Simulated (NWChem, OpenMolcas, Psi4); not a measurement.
**How basis sets differ on CH5BClN (SMILES CNBCl)**

CH5BClN has 9 atoms, charge 0, and is taken as a singlet. As SMILES, `CNBCl`. Geometry: relaxed at PBE0-D4/def2-TZVP. This is one conformer, not always the lowest.

```csv
atom,x (Å),y (Å),z (Å)
C,0.5101,0.4821,-0.9734
N,-0.4079,-0.2260,-0.1117
B,-0.2611,-0.4152,1.2482
Cl,-1.4953,-1.3145,2.1448
H,0.9070,-0.1704,-1.7565
H,0.0279,1.3389,-1.4528
H,1.3467,0.8499,-0.3800
H,-1.2205,-0.6055,-0.5739
H,0.6816,0.0142,1.8382
```

Each level gives the dipole moment (D). The values are calculated.

| level | kind | program | value (D) |
| --- | --- | --- | --- |
| HF/ANO-R0 (sfX2C) | Hartree–Fock | OpenMolcas | 2.87 |
| HF/ANO-RCC-MB (DKH2) | Hartree–Fock | OpenMolcas | 3.40 |
| HF/STO-3G | Hartree–Fock | NWChem | 3.42 |
| HF/3-21G | Hartree–Fock | OpenMolcas | 3.86 |
| HF/ANO-RCC-VDZ (DKH2) | Hartree–Fock | OpenMolcas | 3.65 |
| HF/def2-SVP | Hartree–Fock | OpenMolcas | 2.87 |
| HF/def2-SVP (density fitting) | Hartree–Fock | Psi4 | 2.87 |

The values span 2.87 to 3.86 D. Magnitudes only. Sets without polarisation functions give poor dipoles.
